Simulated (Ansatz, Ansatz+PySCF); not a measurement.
```xyz
6

B     0.0000    0.0000   -1.3364
C     0.0000    0.0000    0.1827
O     0.0000    0.0000    1.3146
H     0.0000   -1.1811   -1.6437
H    -1.0229    0.5906   -1.6437
H     1.0229    0.5906   -1.6437
```

Basis set: def2-SVP (spherical functions). Frozen core: 3 orbitals. Charge 0, multiplicity 1.

Computed with Ansatz (development build ahead of 0.2.0); each method stands on the lowest determinant of its kind that the runs found. Restricted open shells among the atoms or ions are ROHF, correlated in semicanonical orbitals with singles. Restricted functionals stand beside restricted open-shell atoms, which can lie above the unrestricted atoms usual in DFT and then raise those values.

Q: Give the atomization energy at this shape (free ground-state atoms in the same class of orbitals less the molecule, no zero-point energy) of singlet CH3BO by ωB97X (unrestricted), ωB97X (restricted), r²SCAN (unrestricted), r²SCAN (restricted), PBE0 (unrestricted), PBE0 (restricted), PBE (restricted), PBE (unrestricted), RHF-CCSD(T), RHF-MP2, RHF, UHF.

A:

```json
{"method": "ωB97X (unrestricted)", "atomization energy": "569.27 kcal/mol"}
{"method": "ωB97X (restricted)", "atomization energy": "573.71 kcal/mol"}
{"method": "r²SCAN (unrestricted)", "atomization energy": "578.75 kcal/mol"}
{"method": "r²SCAN (restricted)", "atomization energy": "583.97 kcal/mol"}
{"method": "PBE0 (unrestricted)", "atomization energy": "574.73 kcal/mol"}
{"method": "PBE0 (restricted)", "atomization energy": "578.02 kcal/mol"}
{"method": "PBE (restricted)", "atomization energy": "595.46 kcal/mol"}
{"method": "PBE (unrestricted)", "atomization energy": "592.87 kcal/mol"}
{"method": "RHF-CCSD(T)", "atomization energy": "543.70 kcal/mol"}
{"method": "RHF-MP2", "atomization energy": "556.49 kcal/mol"}
{"method": "RHF", "atomization energy": "424.68 kcal/mol"}
{"method": "UHF", "atomization energy": "417.10 kcal/mol"}
```
